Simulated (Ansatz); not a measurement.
Stretching the Te1–H2 bond in GeH4Te (SMILES [GeH3][TeH]) (multiplicity 1 held, fragments rigid). Energies count from the point at 1.663 Å.
Geometry at that point (charge 0, multiplicity 1):
| atom | x (Å) | y (Å) | z (Å) |
|---|---|---|---|
| Te | -0.0990 | 0.8069 | 0.6543 |
| H | 0.2623 | 1.8715 | -0.5710 |
| Ge | 0.1362 | -1.2174 | -0.9315 |
| H | 1.5605 | -1.2952 | -1.5033 |
| H | -0.1526 | -2.4507 | -0.0626 |
| H | -0.8826 | -1.1284 | -2.0785 |

Restricted levels (R-, RO-) in cc, def2 and unpolarised 6-31G sets keep to the state of the molecule at rest. Active spaces are followed from a long bond inwards. Levels need not reach the same state.

Correlated levels freeze the cores. Filled d and f shells under p-block atoms count as core.

Programs: Ansatz (Gaussian orbitals). Each number belongs to the level named beside it. In def2 rows elements past Kr take small-core potentials, without spin–orbit coupling.

Energies in eV.

```
R (Å)  R-r2SCAN/def2-TZVPP  R-MP2/def2-TZVPP  FIC-NEVPT4(SD) on CASSCF(2,2)/def2-TZVPP  FIC-MRCISD+Q on CASSCF(2,2)/def2-TZVPP
-----  -------------------  ----------------  ----------------------------------------  --------------------------------------
1.330                 1.52              1.54                                      1.60                                    1.58
1.497                 0.28              0.27                                      0.31                                    0.30
1.663                 0.00              0.00                                      0.00                                    0.00
1.829                 0.19              0.22                                      0.18                                    0.18
1.995                 0.60              0.67                                      0.57                                    0.58
2.245                 1.34              1.47                                      1.25                                    1.27
2.494                 2.07              2.25                                      1.88                                    1.89
2.910                 3.06              3.30                                      2.58                                    2.60
3.326                 3.76              3.99                                      2.90                                    2.93
3.825                 4.29              4.37                                      3.04                                    3.06
4.490                 4.66              4.33                                      3.08                                    3.10
5.321                 4.84              3.73                                      3.09                                    3.11
```

Doubts at one or more of the structures used: a restricted determinant that unrestricted orbitals would lower (R-r2SCAN/def2-TZVPP, R-MP2/def2-TZVPP).

Ansatz is a program for electronic structure.
